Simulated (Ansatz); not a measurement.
Input file for Ansatz (a program for electronic structure): R-wB97X-V/def2-TZVPPD on H2Se (SMILES [SeH2]) with ghost functions, monomers drawn apart or pushed together. Files ending in .json are basis or fitting sets from the Basis Set Exchange.

Ansatz 0.2 input:
```yaml
crystal:
  periodic: [false, false, false]
  atoms:
    - {symbol: Se, position_ang: [-0.24103060, 0.11463768, 3.13755899]}
    - {symbol: H, position_ang: [0.31402647, -1.24622587, 3.08031736]}
    - {symbol: H, position_ang: [1.10476080, 0.70392791, 3.06755434]}
basis:
  gaussian:
    orbitals: def2-TZVPPD.json
    ghost_atoms:
      - {symbol: Br, position_ang: [-0.33061094, 0.13122235, -0.57024730]}
      - {symbol: H, position_ang: [-0.35181744, 0.14657662, 0.87493129]}
hamiltonian:
  xc: {name: wB97X-V}
scf: {lower_state_search: off}
```

**Question.** Predict the final total energy.

**Answer.** -2402.5281 hartree.
